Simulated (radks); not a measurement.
The mean radii <r> (bohr) of the occupied orbitals of an atom or ion are listed with their occupations. Calculated with a radial shooting solver on a logarithmic mesh with Libxc functionals: scalar-relativistic Kohn-Sham, BLYP, spin-polarised, spherical densities, finite nucleus; Fermi nuclear charge, rms radius of each element as measured or else 0.836 A^(1/3) + 0.57 fm.

orbital  occ.      <r>
1s up       1  0.01632
1s down     1  0.01632
2s up       1  0.06876
2s down     1  0.06876
2p up       3  0.06234
2p down     3  0.06234
3s up       1   0.1776
3s down     1   0.1776
3p up       3   0.1793
3p down     3   0.1793
3d up       5   0.1624
3d down     5   0.1624
4s up       1   0.3917
4s down     1   0.3917
4p up       3   0.4176
4p down     3   0.4176
4d up       5   0.4398
4d down     5   0.4398
5s up       1   0.8767
5s down     1   0.8768
4f up       7   0.4677
4f down     7   0.4677
5p up       3    1.007
5p down     3    1.007
5d up       5    1.395
5d down     5    1.390
6s up       1    2.491
6s down     1    2.481
6p up       1    3.817

Name the element and its charge. Open shells, if any, are filled with parallel spins first.

Answer. Z = 81, thallium, charge 0: Tl in [Hg] 6p1. The 1s radius gives Z: for a bare nucleus <r> = (2 gamma + 1)/(2Z) with gamma = sqrt(1 - (Z/c)^2), 0.01613 bohr for Z = 81, and screening makes it slightly larger (0.01632 here). The occupations add up to 81, and the charge is Z minus that.
